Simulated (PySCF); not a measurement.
Computed with CAM-B3LYP-D3(BJ)/def2-TZVPD in PySCF 2.14.0. Isolated molecules, 0 K electronic values unless said otherwise. 

Reference species (SMILES): `CC#C[SiH2][O-]` (charge -1, multiplicity 1).

```yaml
HOMO: -2.97 eV
```

Changed species: `[O-][SiH2]F` (X = fluoro, proton removed; the reference has X = propynyl, proton removed).

Q: Predict the effect on the HOMO.

A: the HOMO drops by 0.06 eV, to -3.03 eV.
